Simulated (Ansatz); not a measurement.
This geometry of a periodic cell of 15 atoms, W (host W, host structure bcc, one W atom removed) is a first-order saddle point.

Computed with DFT PBE-D3(BJ), scalar-relativistic, plane waves, PAW (Ansatz). Settings: PAW set soft_1, cutoff 420 eV, k mesh 3x3x3, gaussian smearing 0.05 eV, no spin polarisation.

```xyz
15
Lattice="6.3200 0.0000 0.0000 0.0000 6.3200 0.0000 0.0000 0.0000 6.3200" Properties=species:S:1:pos:R:3
W -0.614 0.609 -0.613
W 3.134 -0.028 0.026
W 0.025 3.183 0.026
W 0.025 -0.029 3.135
W 1.570 1.579 1.570
W 3.201 3.115 -0.013
W 3.201 0.011 3.202
W 4.711 1.605 1.645
W -0.014 3.116 3.202
W 1.555 4.763 1.555
W 1.645 1.606 4.712
W 3.156 3.160 3.157
W 4.738 4.747 1.570
W 1.569 4.747 4.738
W 4.711 4.672 4.711
```

(1) Which two structures does it join? (They come from a converged band through this point; their orientation in space is the band's.)

(2) How far does it lie above each of them?

Results:

(1) The atom that moves furthest is W1, by 2.68 Å; four of its nearest neighbours are W11 2.73, W8 2.73, W15 2.73, W5 2.75 Å at the first end and W2 2.73, W3 2.73, W4 2.73, W6 2.75 Å at the last.

Initial state:

```xyz
15
Lattice="6.3200 0.0000 0.0000 0.0000 6.3200 0.0000 0.0000 0.0000 6.3200" Properties=species:S:1:pos:R:3
W -0.020 0.015 -0.019
W 3.173 0.015 -0.020
W -0.020 3.142 -0.020
W -0.020 0.015 3.173
W 1.576 1.579 1.577
W 3.172 3.143 -0.019
W 3.172 0.015 3.173
W 4.736 1.579 1.577
W -0.020 3.143 3.173
W 1.576 4.739 1.577
W 1.576 1.579 4.737
W 3.173 3.142 3.173
W 4.736 4.739 1.577
W 1.576 4.739 4.737
W 4.736 4.739 4.737
```

Final state:

Only the atoms that move by more than 0.05 Å are listed.
```
W1 -1.563 1.563 -1.563
```

(2) 1.52 eV above the first and 1.52 eV above the second. This is the barrier of this one path; another mechanism may lie lower. Limits of this set-up: coarse k mesh, a small cell, in which the defect meets its images, a typed lattice constant that wasn't relaxed here.

The run took 20 min on 4 threads of Arm Neoverse V1, on a shared host, peak memory 2.9 GiB.
